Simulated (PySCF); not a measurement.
A PySCF script (with the pyscf-properties extension) for the NMR shieldings of `CC(F)(F)O[CH-]C#N`, [C4H4F2NO]-, on a GFN2-xTB geometry:

```python
import basis_set_exchange as bse
import numpy as np
from pyscf import gto, dft
from pyscf.prop import nmr

atoms = """
C    -1.114180    0.617003    0.027949
C    -0.661896   -0.802348   -0.260477
F    -1.661583   -1.672747    0.261819
F    -0.831955   -1.046861   -1.623891
O     0.524563   -1.198424    0.105503
C     1.260000   -0.296599    1.043986
C     1.947395    0.737824    0.475520
N     2.377493    1.765008    0.112534
H    -0.404411    1.304686   -0.423158
H    -1.113658    0.764725    1.104129
H    -2.110175    0.757728   -0.385442
H     1.789605   -0.930681    1.748316
"""
names = dict.fromkeys(["C", "F", "O", "N", "H"], "pcSseg-1")
basis = {el: gto.basis.parse(bse.get_basis(n, elements=[el], fmt="nwchem")) for el, n in names.items()}
mol = gto.M(atom=atoms, basis=basis, charge=-1, verbose=0)
mf = dft.RKS(mol, xc="PBE0")
mf.grids.level = 2
mf.grids.alignment = dft.numint.BLKSIZE   # the property module wants whole blocks of grid points
mf.conv_tol = 1e-9
mf.kernel()

calc = nmr.RKS(mf)   # GIAO
C = mf.mo_coeff
Co = C[:, mf.mo_occ > 0]
resp = mf.gen_response(singlet=True, hermi=2)
def vind(x):   # induced exchange potential for any number of trial vectors
    d = np.einsum("pi,xij,qj->xpq", C, 2 * x.reshape(-1, C.shape[1], Co.shape[1]), Co, optimize=True)
    return np.einsum("xpq,pi,qj->xij", resp(d - d.transpose(0, 2, 1)), C, Co, optimize=True).ravel()
mo1, _ = nmr.rhf.solve_mo1(calc, with_cphf=vind)
sigma = calc.kernel(mo1)
for i, s in enumerate(sigma):   # ppm
    print("%2d %-2s %9.2f" % (i, mol.atom_pure_symbol(i), np.trace(s) / 3))
```

Problem. What are the results?

Solution. 
```
 0 C     161.64
 1 C      43.64
 2 F     221.84
 3 F     233.18
 4 O     234.10
 5 C      88.09
 6 C      43.42
 7 N     -82.58
 8 H      29.42
 9 H      28.78
10 H      30.79
11 H      26.09
```

These numbers come from an equivalent density-fitted implementation of the same equations, which agrees with the script to about 0.01 ppm for H and up to a few tenths of a ppm for heavy atoms, so last digits may differ.

Problem. Turn these shieldings into chemical shifts. Referencing at the same level of theory: ¹³C (σref 186.93) and ¹H (σref 31.72) against TMS; ¹⁹F (σref 170.95) against CFCl3; H2O for ¹⁷O (σref 336.08); ¹⁵N (σref 267.73) against NH3.

Solution. Averaging equivalent atoms: C 6: 143.5; C 1: 143.3; C 5: 98.8; C 0: 25.3; F 2/3: -56.6; O 4: 102.0; N 7: 350.3; H 11: 5.63; H 8/9/10: 2.05 ppm. Unscaled 19F shifts against computed CFCl3 carry errors that often reach 10 to 50 ppm. Experimental scales use liquid or dissolved standards, which lie at an offset from isolated NH3 (liquid NH3: subtract about 20 ppm) and H2O (liquid H2O: subtract about 36 ppm). Unscaled 15N shifts of sp2 nitrogen often come out too high even then, by a few to some tens of ppm.

Size and cost of the density-fitted run: 156 basis functions, 21 s wall time on 1 thread of an AMD EPYC 7B13, shared host; peak memory 0.72 GiB.
